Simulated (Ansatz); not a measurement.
`CC[Si]O[SiH3]` → `[SiH3]C[SiH]1CO1`  (isomerisation)

Program: Ansatz. Geometries: PBE0-D4/def2-TZVP. ΔE: electronic, gas phase. CCSD(T)/CBS is the MP2 limit (def2-TZVPP, def2-QZVPP) plus CCSD(T) − MP2 in def2-TZVPP, frozen cores. Functionals use def2-TZVPP. One conformer a species, not always the lowest.

CCSD(T)/CBS gives +1.36 eV.

(1) Another level gave +1.23 eV. Which?
A. PBE/def2-TZVPP
B. ωB97X-V/def2-TZVPP
C. SCS-MP2/def2-TZVPP
D. MP2/def2-TZVPP

Largest T1 diagnostic among the species: 0.013.

## Answers

(1) B. ωB97X-V 1.23, MP2/def2-TZVPP 1.29, SCS-MP2/def2-TZVPP 1.35, PBE 1.11 eV.

From PBE to PBE0 (25 % exact exchange), in def2-TZVPP and without D4, ΔE moves by +0.05 eV. In def2-TZVPP, CCSD(T) changes the Hartree–Fock value by −0.25 eV (the triples alone add −0.06 eV) and MP2 by −0.34 eV. The D4 term adds +0.05 eV with B3LYP and +0.03 eV with PBE0; it sums over pairs of atoms, weighted by their polarisabilities, and B3LYP, whose exchange is more repulsive, gets the larger term.

B3LYP here is the variant with VWN-RPA as its local correlation; programs differ in this.
